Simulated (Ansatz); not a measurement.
**Four-centre ligand exchange**

Start structure (AlH₅SeO₃, closed shell), relaxed at PBE0-D4/def2-TZVP:

```
atom    x (Å)    y (Å)    z (Å)
 Al1   0.6329  -0.0585   0.0284
  O2   0.5577   1.6493   0.0424
  O3   0.9608  -0.8609   1.5018
  O4   1.0133  -0.8284  -1.4497
  H5  -2.3050   0.2128  -1.1485
 Se6  -1.9784  -0.6366   0.0038
  H7   0.8018   2.1503  -0.7337
  H8   1.2368  -0.3698   2.2734
  H9   1.4376  -1.6844  -1.4615
 H10  -2.3574   0.4263   0.9436
```

The step: AlH₃O₃ ([OH][Al]([OH])[OH]) + H₂Se → AlH₃SeO₂ ([OH][Al]([OH])[SeH]) + H₂O (still joined by a long Al–O bond); bonds formed: O2–H5; dative contacts that become bonds: Al1–Se6; bonds broken: H5–Se6; bonds weakened to dative contacts: Al1–O2. Program: Ansatz 0.2.0. Basis: def2-TZVPP and def2-QZVPP. Cores are frozen in the correlated methods. Filled d shells of the heavier atoms are correlated. The def2 sets are not built for correlating such inner shells, so the correlated values are less sure here. Extrapolation: Hartree–Fock as exp(−7.88 √X), correlation as X^−2.97. Energies below are by CCSD(T) at an estimated basis limit (MP2 extrapolated from triple and quadruple zeta, plus CCSD(T) − MP2 in triple zeta).

Q: What are the electronic barrier and the energy of the step, from the start structure to the end structure? (An estimate is asked for; the value comes from the calculation.)

A: By the calculation: Barrier 0.408 eV; step energy -0.379 eV (downhill); reverse barrier, their difference, 0.787 eV. Barrier and step energy count from the start structure, the reverse barrier from the end structure.

The saddle point: One imaginary mode of 629i cm⁻¹.
| pair | start (Å) | saddle (Å) | end (Å) |
| --- | --- | --- | --- |
| Al1–Se6 | 2.67 | 2.60 | 2.37 |
| O2–H5 | 3.42 | 1.44 | 0.97 |
| Al1–O2 | 1.71 | 1.78 | 1.97 |
| H5–Se6 | 1.47 | 1.63 | 2.94 |

Zero-point energy (harmonic, PBE0-D4): ZPE is 1.552 eV at the start and 1.501 eV at the saddle, so the barrier goes from 0.408 to 0.357 eV.

The T1 diagnostic stays at or below 0.012.

Labels in which every atom is bracketed show which atoms are joined, not bond orders.

For scale, one of the runs: CCSD(T)/def2-TZVPP, 253 basis functions, launched by `ansatz run in.yaml --threads 8 --pin off --events-out ev --progress --plain --max-ram 19148MiB`. The run took 2.5 min on 8 CPU threads of an Arm Neoverse V2 (shared host), with 5.8 GiB of host memory at its peak.
